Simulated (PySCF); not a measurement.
# A search over the determinants of AsO

Unrestricted PBE0; basis As def2-TZVPP, O def2-TZVPP; no relativity; PySCF 2.14. Outer shells of the fragments: As 3d10 4s2 4p3; O 2s2 2p4.

Followed along the bond (rough minima from three points):

```csv
2Ms+1,unpaired,⟨S²⟩ at the start,R at minimum (Å),Te (eV)
2,π ↑,0.76,1.62,0.00
4,π ↑↑↑,3.76,none in the scan,≤ 2.34
```

Solutions found at the starting distance of 1.775 Å, counted from the lowest of them; the search is not exhaustive and high or unbound solutions are not listed, so other states can lie among these:

```
2Ms+1   unpaired   term  E (eV)  ⟨S²⟩  ⟨Lz²⟩  μ (D)
    2        π ↑     ²Π    0.00  0.76   1.01  -3.19
    4      π ↑↑↑     ⁴Π    1.89  3.76   1.00  -1.03
    2      π ↑↑↓  mixed    2.30  1.76   3.03  -1.06
    4  σ ↑, π ↑↑    ⁴Σ⁻    2.85  3.76   0.00  -2.19
    2  σ ↓, π ↑↑  mixed    3.36  1.77   0.00  -2.05
    2        π ↑  mixed    3.70  0.75   3.01  -1.06
```

A term symbol is given only where ⟨S²⟩ and ⟨Lz²⟩ are close to those of a pure state; real π, δ and φ orbitals otherwise mix terms. A positive dipole means As(−)O(+).

Spin–orbit coupling is left out. Counting both spins, an empty level lies below a filled one in some of these solutions, because spin and occupation are held.
